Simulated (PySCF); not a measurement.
Ionisation energy of Pt⁺ by level of theory

Pt⁺ [Xe] 4f14 5d9 (2D) → Pt²⁺ [Xe] 4f14 5d8 (3F), as a difference of total energies. All numbers are calculated (PySCF 2.14, a scalar-relativistic core potential, in aug-cc-pVTZ-PP with ECP60MDF (6s6p5d3f2g, 88 functions)). Correlated levels: valence: 5s2 5p6 frozen. The calculations carry no spin-orbit coupling.

| method | ionisation energy (eV) |
| --- | --- |
| UHF | 16.877 |
| MP2 (valence) | 18.739 |
| SCS-MP2 (valence) | 18.625 |
| CCSD (valence) | 18.485 |
| CCSD(T) (valence) | 18.627 |

Task: How much does correlation contribute at CCSD(T) (valence)?

Result: 18.627 − (16.877) = 1.750 eV, measured against UHF.

The reference lies between the lowest fine-structure levels, while these numbers refer to the centres of the terms.

Errors of the correlated levels include the incompleteness of this basis and the frozen core.

For comparison: 18.56 ± 0.12 eV (measured; NIST Atomic Spectra Database, ionization energies).
